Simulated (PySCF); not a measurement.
Ta(O)(F)(NH2)2 (FH4N2OTa), SMILES [NH2][Ta]([F])(=[O])[NH2], multiplicity 1. Atoms are numbered in the order given.

```xyz
9

Ta     0.0333    -0.0250     0.0000
O      1.7418     0.1570     0.0000
F     -0.5214    -1.8473     0.0000
N     -0.6069     0.8876    -1.6348
H     -1.5809     1.0224    -1.8962
H     -0.0079     1.3605    -2.3063
N     -0.6069     0.8876     1.6348
H     -0.0079     1.3605     2.3063
H     -1.5809     1.0224     1.8962
```

Geometry optimised at PBE0-D3(BJ)/def2-SVP. The spin state was assumed, not searched. The structure was generated by enumeration; whether it is a known compound was not checked. The def2 effective core potentials stand for the cores of Ta; spin–orbit coupling is left out. One conformer was computed; it need not be the lowest.

The numbers are results of ωB97X/def2-TZVP (PySCF), not measurements.

ESP charges are fitted to the potential on shells at 1.4 to 2.0 van der Waals radii. Atomic charges (e):

```
atom  Löwdin  ESP fit  Mulliken
----  ------  -------  --------
Ta1     0.80     1.92      1.50
O2     -0.32    -0.66     -0.54
F3     -0.27    -0.46     -0.44
N4     -0.41    -1.32     -0.78
H5      0.15     0.46      0.25
H6      0.16     0.46      0.27
N7     -0.41    -1.32     -0.78
H8      0.16     0.46      0.27
H9      0.15     0.46      0.25
```
